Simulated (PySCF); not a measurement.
Compound: C6H6O3Si.
SMILES with atom numbers: `[O:1]=[C:2]1[CH:3]=[CH:4][C:5]([O:6][SiH3:7])=[CH:8][C:9]1=[O:10]` (hydrogens: H11 on C3; H12 on C4; H13, H14, H15 on Si7; H16 on C8)

Torsions of this conformer, `[O:1]=[C:2]1[CH:3]=[CH:4][C:5]([O:6][SiH3:7])=[CH:8][C:9]1=[O:10]`: C4–C5–O6–Si7 179°.

The closed-shell ground state was solved at several levels (PySCF, density fitting, gas phase, non-relativistic). Isolated species at its PBE0-D3(BJ)/def2-SVP geometry (one conformer only).

```tsv
level	basis functions	total energy (Eh)	HOMO (eV)	LUMO (eV)	gap (eV)	dipole (D)
PBE0/pcSseg-1	207	-746.7010	-7.26	-3.50	3.76	6.24
CAM-B3LYP/pcSseg-1	207	-747.1517	-8.70	-2.39	6.31	6.22
```

Q: Estimate the row for CAM-B3LYP/def2-SVPD, a basis of 261 functions; the other rows only guide the guess.

A: Total energy -746.7995 Eh, HOMO -8.76 eV, LUMO -2.49 eV, gap 6.27 eV, dipole 6.58 D.

Q: Over all these levels, which gives the widest orbital gap and which the narrowest?

A: CAM-B3LYP/pcSseg-1 (range-separated hybrid) has the widest, 6.31 eV, and PBE0/pcSseg-1 (global hybrid, 25 % exact exchange) the narrowest, 3.76 eV. The two share the basis. From the narrowest to the widest the HOMO moves by -1.44 eV and the LUMO by +1.11 eV.

Q: How far do the dipole and the HOMO energy spread over the levels?

A: The dipole runs from 6.22 to 6.58 D (mean 6.35 D) and the HOMO from -8.76 to -7.26 eV.
